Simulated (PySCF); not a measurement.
Stepwise substitution at one centre (Al Br-SiH3). All species are isolated molecules in the gas phase. Strings in code marks are SMILES.

The LUMO from two functionals at the same geometries (B3LYP-D3(BJ)/def2-TZVP), both in PySCF: PBE-D3(BJ)/def2-TZVP and M06-2X/def2-TZVP. 

```
species                                                  PBE-D3(BJ)/def2-TZVP (eV)
-------------------------------------------------------  -------------------------
0 of 3 Br replaced by SiH3 (`[Br][Al]([Br])[Br]`)                            -2.45
1 of 3 Br replaced by SiH3 (`[SiH3][Al]([Br])[Br]`)                          -2.75
2 of 3 Br replaced by SiH3                                                   -3.10
3 of 3 Br replaced by SiH3 (`[SiH3][Al]([SiH3])[SiH3]`)                      -3.36
```

### Question
What does M06-2X/def2-TZVP give for each?

### Answer

- 0 of 3 Br replaced by SiH3 (`[Br][Al]([Br])[Br]`): -0.97
- 1 of 3 Br replaced by SiH3 (`[SiH3][Al]([Br])[Br]`): -1.35
- 2 of 3 Br replaced by SiH3: -1.68
- 3 of 3 Br replaced by SiH3 (`[SiH3][Al]([SiH3])[SiH3]`): -1.92
Over these rows, drawn at random from the members with no instability flagged (it was tested for open shells, ions and some series alone), PBE minus M06-2X: mean -1.44 eV, from -1.48 eV to -1.40 eV.
